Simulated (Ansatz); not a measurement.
Input for Ansatz (a quantum-chemistry and plane-wave program): U-PBE/def2-TZVPP on AsS, 2S+1 = 2, a spin state set in the input, which need not be the lowest, a point of a bond scan (R = 2.019 Å).

Ansatz 0.2 input:
```yaml
crystal:
  periodic: [false, false, false]
  atoms:
    - {symbol: S, position_ang: [0.00000000, 0.00000000, 0.00000000]}
    - {symbol: As, position_ang: [0.00000000, 0.00000000, 2.01918300]}
basis:
  gaussian:
    orbitals: def2-TZVPP
    pivot_positions_ang: [[0.00000000, 0.00000000, 0.00000000], [0.00000000, 0.00000000, 2.01918300]]
hamiltonian:
  xc: {name: PBE}
magnetization: {spin_polarized: true, initial_magnetization: 1}
output: {forces: true, orbitals: {seedname: ./end}}
```

Output:

```
WARN ansatz: RAYON_NUM_THREADS=2 ignored (pool sized by the plan → 2); use --threads N
Functional definition: PBE
integrals: 0.02 GiB planned
657 factors; their error is unknown
mean field: 0.25 GiB planned
mean field evaluation 1: about -71661.4942 eV, gradient 1.9e1 eV
mean field evaluation 2: about -71640.5700 eV, gradient 5.7e1 eV
mean field evaluation 4: about -71662.8035 eV, gradient 6.9e0 eV
mean field evaluation 8: about -71663.0969 eV, gradient 1.2e-1 eV
mean field evaluation 16: about -71663.0918 eV, gradient 3.3e-4 eV
mean field -71663.09177506 eV, -2633.5700477452 hartree, gradient 2.0e-5 eV, S^2 0.753296; 1 other end points of the search recorded, 0 dependent functions left out
the calculation of the forces begins
reference -71663.09179861 eV, -2633.5700486108 hartree; 25, 24 occupied and 65, 66 virtual orbitals, 657 factors
Total energy: -71663.09179861 eV, -2633.5700486108 hartree
Atom 0 at     0.000000     0.000000     0.000000 Å, force     0.000000    -0.000000    -0.505522 eV/Å
Atom 1 at     0.000000     0.000000     2.019183 Å, force    -0.000000    -0.000000     0.505522 eV/Å
Dipole moment:    -0.000000     0.000000     0.238092 e Å
```

The run converged.

Cost: roughly 4 core-seconds.
